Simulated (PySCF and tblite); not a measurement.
Values are calculated unless marked as measured or tabulated.
# Rotation: stationary points, barriers and rates

System: C₄H₄FNSe, numbered as in [CH3:1][Se:2]/[CH:3]=[C:4](\[F:5])[C:6]#[N:7].

Motion: rotation about the C3–Se2 bond (torsion C4–C3–Se2–C1 from 180° to 360°, rising). Level: BHandHLYP/pcSseg-1 + D3(BJ) on GFN2-xTB stationary points, with GFN2-xTB thermal terms. Rate constants are transition-state-theory values, counting equivalent paths, without tunnelling. Run with tblite and PySCF.

```csv
point,symmetry,E(GFN2) kcal/mol,E(DFT) kcal/mol,ZPE change kcal/mol,lowest mode cm⁻¹,dipole D
start,Cs,0.0,0.0,0.00,63,5.22
saddle,C1,6.9,3.1,-0.18,95i,3.51
end,Cs,0.7,-0.2,0.20,49,4.33
```

```
Electronic barrier                                      : 3.1 kcal/mol
Barrier with zero-point energy                          : 2.9 kcal/mol
ΔH‡ (298 K)                                             : 2.4 kcal/mol
ΔS‡ (298 K, symmetry apart)                             : -3.4 cal/(mol K)
Paths                                                   : 2 equivalent paths
End point                                               : a different minimum
Mean lifetime of the start against this motion at 298 K : 26 ps
Cost                                                    : 3 min on 1 thread of Intel Xeon @ 2.50GHz, shared host (rough), peak memory 0.71 GiB, launched as `OMP_NUM_THREADS=1 python ens_run.py task.json out`
```

| T/K | ΔG‡ kcal/mol | k s⁻¹ | ΔG kcal/mol | k back s⁻¹ |
| --- | --- | --- | --- | --- |
| 150 | 3.1 | 2.1×10⁸ | 0.1 | 2.6×10⁸ |
| 200 | 3.2 | 2.8×10⁹ | 0.1 | 3.7×10⁹ |
| 250 | 3.3 | 1.4×10¹⁰ | 0.1 | 1.8×10¹⁰ |
| 298 | 3.4 | 3.9×10¹⁰ | 0.2 | 5.2×10¹⁰ |
| 350 | 3.6 | 8.8×10¹⁰ | 0.2 | 1.2×10¹¹ |
| 400 | 3.7 | 1.6×10¹¹ | 0.2 | 2.1×10¹¹ |
| 500 | 4.0 | 3.7×10¹¹ | 0.2 | 4.8×10¹¹ |

ΔG and ΔG‡ leave out symmetry numbers and mirror images; rates count paths: 2 out, 2 back.

Spin–orbit effects of heavy atoms on shieldings are missing.
